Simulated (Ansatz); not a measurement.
`CCCl` + H₂Te → `CC[TeH]` + HCl  (substitution at a C–Cl bond)

Program: Ansatz. Geometries: PBE0-D4/def2-TZVP. ΔE: electronic, gas phase. CCSD(T)/CBS is the MP2 limit (def2-TZVPP, def2-QZVPP) plus CCSD(T) − MP2 in def2-TZVPP, frozen cores. This one scheme is used for every species. Functionals use def2-TZVPP. def2 core potentials past Kr. For Te outer-core shells are correlated without core-valence functions, which leaves a few kJ/mol of doubt a bond.

```tsv
species	BLYP energy (Eh)
`CCCl`	-539.41648
H₂Te	-269.15650
`CC[TeH]`	-347.76286
HCl	-460.81404
```

Work out ΔE.

ΔE = (-347.76286) + (-460.81404) − (-539.41648) − (-269.15650) = -0.00392 Eh = -2.5 kcal/mol. CCSD(T)/CBS gives -5.6 kcal/mol.

What do rigid-rotor, harmonic-oscillator terms from PBE0-D4/def2-TZVP frequencies (298.15 K, 1 bar) make of the CCSD(T)/CBS value? (Estimate.)

Computed: ΔZPE = +0.1 kcal/mol, ΔH = -5.2 kcal/mol, ΔS = -4 J/(mol·K), ΔG = -4.9 kcal/mol.

Largest T1 diagnostic among the species: 0.010.

At CCSD(T), def2-SVP lies +2.8 kcal/mol from the extrapolated value and def2-TZVPP +0.7 kcal/mol. In def2-TZVPP, CCSD(T) changes the Hartree–Fock value by −3.9 kcal/mol (the triples alone add −0.4 kcal/mol) and MP2 by −5.3 kcal/mol.
